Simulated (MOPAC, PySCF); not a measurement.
System: SiHF (charge 0, singlet). SMILES: [SiH]F
Coordinates optimised at B3LYP-D3(BJ)/def2-TZVP (Ansatz):
```xyz
3

Si    -0.2468    -0.3148     0.4521
H     -0.9813    -1.2112    -0.5591
F      0.4929     0.6243    -0.6411
```

Unscaled harmonic wavenumbers (cm⁻¹) in rising order, each level at the stationary point that it reaches from this structure (no distance between atoms moves by over 0.3 Å); the order of modes can differ between levels, and a negative number is imaginary. B3LYP-D3(BJ)/def2-TZVP (PySCF, at the structure above): 831, 867, 1955.

AM1 (MOPAC): 783, 1187, 2207. Zero-point energy 6.0 against 5.2 kcal/mol; where all levels lie over 400 cm⁻¹, the wavenumbers are on average 1.146 times those of B3LYP-D3(BJ)/def2-TZVP.

PM3 (MOPAC): 841, 927, 1965. Zero-point energy 5.3 against 5.2 kcal/mol; where all levels lie over 400 cm⁻¹, the wavenumbers are on average 1.028 times those of B3LYP-D3(BJ)/def2-TZVP.

PM7 (MOPAC): 502, 901, 2374. Zero-point energy 5.4 against 5.2 kcal/mol; where all levels lie over 400 cm⁻¹, the wavenumbers are on average 0.952 times those of B3LYP-D3(BJ)/def2-TZVP.
